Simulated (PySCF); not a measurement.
Exercise with solution: refractive index and permittivity of the vapour

AlO3, SMILES [O]1[O][Al]1[O], multiplicity 2.

Geometry: B3LYP-D3(BJ)/def2-TZVP.

PBE0/def2-TZVPD in PySCF gives a mean static polarisability of 37.6 bohr³ and a dipole moment of 4.23 D. Take an ideal gas at 298.15 K and 1 bar, whether or not the substance is that volatile.

Work out n − 1 in the optical limit and the static ε − 1.


Polarisability volume α' = 37.6 × 0.148185 = 5.57 Å³. Number density N = p/kT = 2.43e-5 Å⁻³.
Dilute limit of Lorentz–Lorenz: n − 1 = 2π N α' = 0.00085.
Orientation term of Debye: μ²/(3kT) = 8.098 Å³ × μ²(D²) = 144.89 Å³.
ε − 1 = 4π N (α' + μ²/3kT) = 0.046. Orientation of the dipole supplies 96 % of the static response; it can't follow optical fields. Vibrational polarisation and dispersion are left out.
